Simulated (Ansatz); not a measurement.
TaF₅, relaxed as a singlet with RKS PBE0-D4/def2-SVP in Ansatz, starting from the GFN2-xTB geometry. Force threshold 0.02 eV/Å.

In the def2 sets Ta takes a core potential; there is no spin–orbit coupling.

Start:

```xyz
6

Ta    0.0001   -0.0001    0.0000
F     0.7728    1.3632    0.8771
F    -0.7729   -1.3629   -0.8770
F    -1.4247    1.0598   -0.3920
F     0.0063   -0.9864    1.5278
F     1.4184   -0.0736   -1.1358
```

```csv
step,energy (eV),largest force component (eV/Å),SCF passes
1,-15121.0354,3.797,27
2,-15121.4145,0.125,35
3,-15121.4153,0.019,31
```

Force components are those of the run's own axes.

End:

```xyz
6

Ta    0.0000    0.0000    0.0000
F     0.8090    1.4272    0.9181
F    -0.8093   -1.4270   -0.9182
F    -1.4521    1.0803   -0.3996
F     0.0067   -1.0055    1.5569
F     1.4457   -0.0751   -1.1573
```

By distances, no bond broke or formed. The bond that changes most is Ta1–F3, from 1.80 to 1.88 Å (atoms count from 1).

No frequencies were taken in this run, so the end may be a saddle point.

It took 12 s on 2 threads of AMD EPYC 7R13 on a shared host.
